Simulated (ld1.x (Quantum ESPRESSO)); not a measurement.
## Cutoff test, Os, TM

ld1.x (Quantum ESPRESSO) 7.5 input, shortened:

```
&input
   title='Os', zed=76., rel=1, dft='WC', iswitch=3,
   config='[Xe] 4f14 5d7 6s1 6p0'
 /
 &inputp
   pseudotype=2, tm=.true., lloc=2,
   nlcc=.false.
 /
3
5S  1  0   2.00   0.00  1.80  1.80  0.0
5P  2  1   6.00   0.00  1.70  1.70  0.0
5D  3  2   7.00   0.00  1.45  1.45  0.0
 &test
   configts(1)='5s2 5p6 5d7 6s1 6p0'
 /
```

Occupied shells without a wave of their own: 6s. They enter only through the test configuration that unscreens the potential.

The pseudo-atom Hamiltonian at the reference potential is diagonalised in spherical Bessel functions j_l(qr) that vanish at 20 bohr, with q² up to the cutoff. All-electron valence levels (Ry): 5s -6.5585, 6s -0.4023, 5p -3.5752, 6p -0.0677, 5d -0.3474.

Q: How do the lowest levels (Ry) of each channel move with the cutoff, and are there ghosts?

A:

```tsv
cutoff (Ry)	s #1	s #2	p #1	p #2	p #3	d #1	d #2	f #1	f #2	Σ f·Δε (mRy)
8	-6.4327	-0.3594	-0.0352	0.0654	0.1962	0.0019	0.0764	0.1121	0.2369	23959.2
12	-6.5186	-0.3785	-2.3200	-0.0362	0.0650	-0.1315	0.0676	0.1121	0.2369	9125.9
21	-6.5361	-0.3800	-3.5616	-0.0433	0.0622	-0.3099	0.0649	0.1121	0.2369	390.9
30	-6.5543	-0.3813	-3.5664	-0.0489	0.0602	-0.3429	0.0646	0.1121	0.2369	93.1
45	-6.5572	-0.3815	-3.5741	-0.0512	0.0595	-0.3468	0.0646	0.1121	0.2369	13.4
55	-6.5581	-0.3817	-3.5750	-0.0513	0.0595	-0.3471	0.0646	0.1121	0.2369	4.6
80	-6.5585	-0.3817	-3.5752	-0.0514	0.0594	-0.3474	0.0646	0.1121	0.2369	0.5
100	-6.5585	-0.3817	-3.5752	-0.0514	0.0594	-0.3474	0.0646	0.1121	0.2369	0.1
400	-6.5585	-0.3817	-3.5752	-0.0514	0.0594	-0.3474	0.0646	0.1121	0.2369	0.0
```

Result: no extra level below or beside the all-electron valence levels (s, p, d, f tested); 10 mRy is reached at 50 Ry and 1 mRy at 80 Ry.

The potential misses its own reference levels by up to 0.3 eV. Its largest configuration-test error is -851 meV.
